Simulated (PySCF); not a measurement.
GeH4, SMILES [GeH4].

Geometry optimised at ωB97X-D3(BJ)/def2-TZVPD. The isomer is the one that the SMILES or the coordinates give; other isomers of the formula were not compared.

Method: PBE/def2-TZVPD (PySCF).

The molecule is in vacuum.

- total energy: -2079.05778 hartree
- point group: Td
- highest occupied level: -8.35 eV
- lowest empty level: -0.42 eV
- orbital gap: 7.93 eV
- dipole moment: 0.00 D
- quadrupole, principal values (traceless, Buckingham form, about the centre of nuclear charge): 0.00, 0.00, 0.00 D·Å
- mean static polarisability: 36.4 bohr³ (5.39 Å³)
- polarisability, principal values: 36.4, 36.4, 36.4 bohr³
